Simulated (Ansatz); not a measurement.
Wavefunction ladder for C$_{2}$H$_{9}$BClNSi (`BN(CC)[SiH2]Cl`)

Z-matrix (Å, degrees):
```
C
N 1 1.469
C 1 1.516 2 112.3
H 1 1.092 2 108.0 3 121.7
H 1 1.095 2 109.2 3 -122.7
B 2 1.400 1 121.2 3 -91.6
Si 2 1.734 1 117.6 3 89.6
H 3 1.092 1 111.3 2 -59.5
H 3 1.092 1 110.5 2 -179.5
H 3 1.092 1 110.4 2 60.6
H 6 1.197 2 119.3 1 179.6
H 6 1.199 2 119.2 1 -0.4
Cl 7 2.059 2 110.1 1 69.2
H 7 1.481 2 110.2 1 -46.8
H 7 1.474 2 109.5 1 -171.3
```

Total charge 0; spin multiplicity 1. The geometry is a stationary point of PBE0-D4/def2-TZVP. It is one conformer, not always the lowest. Frozen core, restricted reference, Ansatz 0.2.0. CBS rows extrapolate triple and quadruple zeta; past MP2 they add the triple-zeta difference.

```
     basis     HF (Eh)  MP2 corr.
def2-TZVPP  -908.73576   -0.97526
def2-QZVPP  -908.76560   -1.04723
```

Question: Estimate the CCSD correlation energy and the (T) correction in each basis where they were run (hartree).

Answer: 
```tsv
basis	CCSD corr.	(T)
def2-TZVPP	-1.04408	-0.04203
CBS(def2)	-1.16935	as TZ
```
